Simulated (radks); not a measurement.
Ge III, configuration [Ar] 3d10 4s2.

Method: non-relativistic Kohn-Sham, LDA (Slater exchange, Perdew-Wang correlation), spin-polarised, spherical densities, point nucleus; computed with a radial shooting solver on a logarithmic mesh with Libxc functionals.

Energy parts (hartree):
| part | energy |
|---|---|
| total | -2072.93527 |
| kinetic | 2070.96444 |
| electron-nucleus | -4941.99386 |
| Hartree | 873.32632 |
| exchange-correlation | -75.23216 |

Orbitals (lengths in bohr, moments of r in powers of bohr; <r^-3> diverges for s and p1/2; r(max) is where P^2 peaks; r(90%) holds 90 % of the orbital's charge):
orbital  occ.  eigenvalue (hartree)   <1/r>  <r^-3>  r(90%)   r(max)
1s          2             -397.0394   31.46       -  0.0853  0.03163
2s          2             -49.79214   6.908       -   0.331   0.1798
2p          6             -44.45829   6.887   937.7   0.302   0.1427
3s          2              -6.69696   2.230       -   0.952   0.5522
3p          6              -4.93017   2.110   126.3    1.00   0.5470
3d         10              -1.84985   1.793   14.32    1.23   0.5004
4s          2              -1.07157  0.6672       -    2.89    1.693

The highest occupied level is 4s at -29.159 eV. The electron density at the nucleus is 2.242e+04 e/bohr^3. Summed over all electrons, <r^2> = 19.82 bohr^2, which gives a Langevin (diamagnetic) susceptibility term of -15.7 x 10^-6 cm^3/mol. Virial ratio -V/T = 2.00095. The density falls to 0.001 e/bohr^3 at r = 3.43 bohr.
